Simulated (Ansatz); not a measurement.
C₂H₇BBrN, SMILES `CNBCBr`. The species carries charge 0 and has multiplicity 1. The structure was optimised at the PBE0-D4/def2-TZVP level. It is one conformer, not always the lowest.

```xyz
12

C     1.307   -0.378    0.890
N    -0.004    0.200    1.068
B    -0.958    0.502    0.108
C    -0.712    0.290   -1.436
Br   -1.362   -1.521   -1.819
H     2.092    0.282    1.272
H     1.388   -1.339    1.407
H     1.497   -0.557   -0.167
H    -0.254    0.341    2.034
H    -2.012    0.927    0.488
H     0.322    0.308   -1.777
H    -1.306    0.945   -2.069
```

**Question.** What is the dipole moment at B3LYP/def2-TZVPP? (Estimate.)

**Answer.** The calculation gave: 2.84 D, with components (2.02, 1.17, 1.60) D in this frame, pointing from negative to positive charge.

**Question.** And with PBE, r2SCAN, ωB97M-V? (An estimate is asked.)

**Answer.** Ansatz gave: PBE 2.85 D, r2SCAN 2.89 D, ωB97M-V 2.83 D.

**Question.** Give the Mulliken charges with B3LYP, PBE, ωB97M-V in def2-TZVPP. (An estimate is asked.)

**Answer.** Computed: 
| atom | B3LYP | PBE | ωB97M-V |
| --- | --- | --- | --- |
| C1 | -0.17 | -0.18 | -0.23 |
| N2 | -0.15 | -0.11 | -0.14 |
| B3 | -0.05 | -0.08 | -0.09 |
| C4 | -0.21 | -0.21 | -0.29 |
| Br5 | -0.15 | -0.14 | -0.11 |
| H6 | 0.11 | 0.10 | 0.13 |
| H7 | 0.11 | 0.11 | 0.13 |
| H8 | 0.09 | 0.09 | 0.10 |
| H9 | 0.15 | 0.16 | 0.12 |
| H10 | 0.01 | 0.00 | 0.06 |
| H11 | 0.13 | 0.12 | 0.15 |
| H12 | 0.15 | 0.15 | 0.17 |

B3LYP here is the variant with VWN-RPA as its local correlation; programs differ in this.
